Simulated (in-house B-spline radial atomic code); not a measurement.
Configurations of the magnesium ion Mg⁴⁺, with energies counted from [He] 2s2 2p4. All numbers are computed (non-relativistic Hartree-Fock, spin-polarised, averaged over the determinants with the given up and down occupations; point nucleus) with a radial B-spline atomic code at the basis-set limit, not measured. Shells without spins written out take the highest spin.

| configuration | E - E(ref) (eV) | highest orbital | its <r> (bohr) |
| --- | --- | --- | --- |
| [He] 2s1 2p5 | 35.912 | 2p down | 0.6174 |
| [He] 2s2 2p3 3p1 | 89.482 | 3p up | 1.893 |
| [He] 2s2 2p3 3d1 | 99.179 | 3d up | 1.895 |
| [He] 2s1 2p4 3s1 | 112.43 | 3s up | 1.813 |
| [He] 2s1 2p4 3p1 | 120.24 | 3p up | 1.901 |

Problem. Order these further configurations by energy, lowest first.
A. [He] 2s2 2p(3 up, 0 down) 3d(0 up, 1 down)
B. [He] 2s2 2p(2 up, 2 down)
C. [He] 2s(0 up, 1 down) 2p(3 up, 2 down)
D. [He] 2s(0 up, 1 down) 2p(1 up, 3 down) 3d(0 up, 1 down)
E. [He] 2s2 2p3 3s1

Solution. B (3.9322 eV), C (43.805 eV), E (81.744 eV), A (100.44 eV), D (129.72 eV).
